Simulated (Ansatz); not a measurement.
# Molecular dynamics of C₄H₉AlClN

Input:

```yaml
crystal:
  periodic: [false, false, false]
  atoms:
    - { symbol: "N", position_ang: [-1.240372, -0.083092, 1.339703] }
    - { symbol: C, position_ang: [-0.075562, 0.324381, 0.769363] }
    - { symbol: C, position_ang: [0.691552, -0.511935, -0.083743] }
    - { symbol: C, position_ang: [0.452644, -1.974938, -0.256424] }
    - { symbol: Cl, position_ang: [0.465193, -2.482292, -2.024594] }
    - { symbol: C, position_ang: [0.212125, 1.746187, 0.707195] }
    - { symbol: Al, position_ang: [0.01938, 1.233687, -1.315574] }
    - { symbol: H, position_ang: [-1.661845, -0.955232, 1.051498] }
    - { symbol: H, position_ang: [-1.900942, 0.631421, 1.613481] }
    - { symbol: H, position_ang: [1.733311, -0.207448, -0.188622] }
    - { symbol: H, position_ang: [1.226383, -2.591302, 0.206445] }
    - { symbol: H, position_ang: [-0.515047, -2.308807, 0.122593] }
    - { symbol: H, position_ang: [-0.441383, 2.399383, 1.282213] }
    - { symbol: H, position_ang: [1.266053, 2.001994, 0.822141] }
    - { symbol: H, position_ang: [1.235975, 1.694199, -2.222193] }
    - { symbol: H, position_ang: [-1.490467, 1.061194, -1.778983] }
magnetization:
  spin_polarized: true
basis:
  gaussian: { orbitals: "6-31G*" }
hamiltonian:
  xc: b3lyp
  dispersion: d4
md:
  timestep: 0.5
  n_steps: 300
  ensemble: nvt_nose_hoover
  temperature: 1500.0
  initial_velocities: maxwell_boltzmann
  seed: 714855
  nose_hoover: { tau: 1.0, chain_length: 1 }
```

Launched with:

```bash
$ ansatz run input.yaml --threads 4 --pin off --max-ram 5120MiB --backend cpu --events-out ev --progress --plain --runs-dir out
```

It starts from a relaxed structure.

Output, in part (step lines, the closing report, with atoms numbered from 0):

```
md step     0: t =     0.00 fs  T =  1500.0 K  F+E_penalty+E_count = -24904.63388577 eV  E_kin = 2.714460 eV  conserved = -24901.91942579 eV  (31 SCF iters)
[... lines left out ...]
Total energy: -24903.63123225 eV, -915.1915674977 hartree
Atom 0 at    -1.319846    -0.404388     1.134695 Å, force     2.702753    -0.766429     0.789501 eV/Å
Atom 1 at    -0.004126     0.089379     0.801580 Å, force    -2.104510    -2.516450     0.201241 eV/Å
Atom 2 at     1.084849    -0.806673     1.019122 Å, force     2.872427    -4.280521     2.296293 eV/Å
Atom 3 at     1.047445    -2.178470     1.408942 Å, force     1.971680     5.035411    -1.105722 eV/Å
Atom 4 at     0.054630    -1.663495    -2.084793 Å, force    -0.178336     2.242752    -0.205858 eV/Å
Atom 5 at     0.257731     1.222665     0.050969 Å, force     1.002462    -1.829028    -0.119104 eV/Å
Atom 6 at     0.009664     0.955422    -2.092341 Å, force     1.317047    -0.464619    -0.606736 eV/Å
Atom 7 at    -1.870518    -0.285957     0.313842 Å, force    -1.193954    -0.006954    -0.426504 eV/Å
Atom 8 at    -1.390289    -1.411547     1.566620 Å, force     0.396563     2.733391    -1.408510 eV/Å
Atom 9 at     2.185819    -0.510402     1.012990 Å, force    -1.806127     0.515588    -0.607389 eV/Å
Atom 10 at     2.024966    -2.644882     1.553511 Å, force    -0.483869    -0.198768    -0.030938 eV/Å
Atom 11 at     0.180332    -2.669205     1.659426 Å, force    -1.937777    -1.514128     0.262319 eV/Å
Atom 12 at    -0.278911     2.064063     0.175438 Å, force    -2.626784     2.820202     0.259916 eV/Å
Atom 13 at     1.279729     1.482291     0.059069 Å, force     1.451513     0.090533    -0.060837 eV/Å
Atom 14 at     1.227832     1.976256    -2.861117 Å, force    -0.608111    -1.399112     0.745222 eV/Å
Atom 15 at    -1.272026     1.817425    -2.363167 Å, force    -0.774976    -0.461869     0.017104 eV/Å
Dipole moment:     0.010498    -0.130291     1.463512 e Å
```

The steps, from the saved trajectory:

```json
{"time (fs)": "0", "T (K)": "1500", "potential energy less start (eV)": "0.000", "conserved less start (meV/atom)": "0.00"}
{"time (fs)": "5", "T (K)": "1263", "potential energy less start (eV)": "1.787", "conserved less start (meV/atom)": "0.72"}
{"time (fs)": "10", "T (K)": "1053", "potential energy less start (eV)": "2.147", "conserved less start (meV/atom)": "0.85"}
{"time (fs)": "15", "T (K)": "1486", "potential energy less start (eV)": "2.528", "conserved less start (meV/atom)": "0.66"}
{"time (fs)": "20", "T (K)": "1720", "potential energy less start (eV)": "3.677", "conserved less start (meV/atom)": "1.44"}
{"time (fs)": "25", "T (K)": "1349", "potential energy less start (eV)": "4.467", "conserved less start (meV/atom)": "1.91"}
{"time (fs)": "30", "T (K)": "1432", "potential energy less start (eV)": "4.274", "conserved less start (meV/atom)": "1.37"}
{"time (fs)": "35", "T (K)": "1865", "potential energy less start (eV)": "3.635", "conserved less start (meV/atom)": "0.76"}
{"time (fs)": "40", "T (K)": "1292", "potential energy less start (eV)": "3.190", "conserved less start (meV/atom)": "1.07"}
{"time (fs)": "45", "T (K)": "1091", "potential energy less start (eV)": "2.534", "conserved less start (meV/atom)": "0.87"}
{"time (fs)": "50", "T (K)": "1296", "potential energy less start (eV)": "2.444", "conserved less start (meV/atom)": "0.70"}
{"time (fs)": "55", "T (K)": "1493", "potential energy less start (eV)": "3.115", "conserved less start (meV/atom)": "1.45"}
{"time (fs)": "60", "T (K)": "1512", "potential energy less start (eV)": "3.108", "conserved less start (meV/atom)": "1.95"}
{"time (fs)": "65", "T (K)": "1945", "potential energy less start (eV)": "3.103", "conserved less start (meV/atom)": "1.17"}
{"time (fs)": "70", "T (K)": "1982", "potential energy less start (eV)": "3.527", "conserved less start (meV/atom)": "0.71"}
{"time (fs)": "75", "T (K)": "1029", "potential energy less start (eV)": "4.024", "conserved less start (meV/atom)": "1.35"}
{"time (fs)": "80", "T (K)": "1100", "potential energy less start (eV)": "2.877", "conserved less start (meV/atom)": "1.20"}
{"time (fs)": "85", "T (K)": "1623", "potential energy less start (eV)": "1.731", "conserved less start (meV/atom)": "0.66"}
{"time (fs)": "90", "T (K)": "1873", "potential energy less start (eV)": "2.193", "conserved less start (meV/atom)": "1.29"}
{"time (fs)": "95", "T (K)": "1584", "potential energy less start (eV)": "2.009", "conserved less start (meV/atom)": "1.75"}
{"time (fs)": "100", "T (K)": "1672", "potential energy less start (eV)": "1.393", "conserved less start (meV/atom)": "1.22"}
{"time (fs)": "105", "T (K)": "1573", "potential energy less start (eV)": "0.388", "conserved less start (meV/atom)": "0.69"}
{"time (fs)": "110", "T (K)": "1259", "potential energy less start (eV)": "0.275", "conserved less start (meV/atom)": "0.82"}
{"time (fs)": "115", "T (K)": "1342", "potential energy less start (eV)": "0.740", "conserved less start (meV/atom)": "0.54"}
{"time (fs)": "120", "T (K)": "1338", "potential energy less start (eV)": "1.665", "conserved less start (meV/atom)": "0.90"}
{"time (fs)": "125", "T (K)": "1262", "potential energy less start (eV)": "0.879", "conserved less start (meV/atom)": "0.93"}
{"time (fs)": "130", "T (K)": "1604", "potential energy less start (eV)": "0.396", "conserved less start (meV/atom)": "0.88"}
{"time (fs)": "135", "T (K)": "1728", "potential energy less start (eV)": "-0.139", "conserved less start (meV/atom)": "1.02"}
{"time (fs)": "140", "T (K)": "1875", "potential energy less start (eV)": "0.535", "conserved less start (meV/atom)": "1.44"}
{"time (fs)": "145", "T (K)": "1779", "potential energy less start (eV)": "0.520", "conserved less start (meV/atom)": "1.19"}
{"time (fs)": "150", "T (K)": "1654", "potential energy less start (eV)": "1.003", "conserved less start (meV/atom)": "1.21"}
```

The run went to its last step. The conserved energy stayed within 2.6 meV per atom of its start (net change 1.2 meV per atom), so the integration is sound. A run of 0.15 ps of so small a system gives no equilibrium averages. The orbitals were unrestricted but ended closed-shell.

Parted: C2–Al7 2.28 → 3.02 Å, C3–Al7 2.24 → 3.73 Å, C4–Cl5 1.84 → 3.67 Å. Pairs count as bonded within 1.25 times the sum of covalent radii (0.12 Å more for H–H).

Last frame:

```xyz
16
Properties=species:S:1:pos:R:3
N -1.320 -0.404 1.135
C -0.004 0.089 0.802
C 1.085 -0.807 1.019
C 1.047 -2.179 1.409
Cl 0.055 -1.663 -2.085
C 0.258 1.223 0.051
Al 0.010 0.955 -2.092
H -1.871 -0.286 0.314
H -1.390 -1.411 1.567
H 2.186 -0.510 1.013
H 2.025 -2.645 1.554
H 0.180 -2.669 1.659
H -0.279 2.064 0.175
H 1.280 1.482 0.059
H 1.228 1.976 -2.861
H -1.272 1.817 -2.363
```

Run time: 45 min on 4 threads of Arm Neoverse N1 (shared host), peak memory 0.59 GiB.
